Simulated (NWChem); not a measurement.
Species: silene (CH₄Si); SMILES C=[SiH2]

```xyz
6

C      0.0000     0.0000     1.1569
Si     0.0000     0.0000    -0.5507
H      0.0000     0.9266     1.7379
H      0.0000    -0.9266     1.7379
H      0.0000    -1.2496    -1.3539
H      0.0000     1.2496    -1.3539
```
Atoms are numbered in this order, from 1.

All runs: NWChem. Structure relaxed at the PBE0/def2-SVP level. Ions are spin-unrestricted doublets at the neutral geometry; other ion states weren't tried.

For level PBE0/def2-TZVP:

```yaml
vertical ionisation energy, ΔSCF (eV): 8.72
"−ε(HOMO) (eV)": 6.60
```

**Question.** How do the values read with level PBE0/STO-3G instead?

**Answer.** The vertical ionisation energy, ΔSCF (eV) is 6.45 and the −ε(HOMO) (eV) comes out as 3.60.
